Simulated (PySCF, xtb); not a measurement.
C3H5BFNO, SMILES C/N=C/B(F)C=O.

GFN2-xTB (xtb 6.7.1) at its own geometry gives an orbital gap of 1.66 eV and a dipole moment of 2.52 D.

Coordinates come from a B3LYP-D3(BJ)/def2-SVP optimisation. The structure was generated by enumeration; whether it is a known compound was not checked. One conformer was computed; it need not be the lowest.

Problem. What does PBE/def2-TZVP in PySCF give? (The exact figures need the calculation; the answer reports its results.)

Solution. gap 1.60 eV (levels -5.68 and -4.09 eV), dipole 1.31 D.
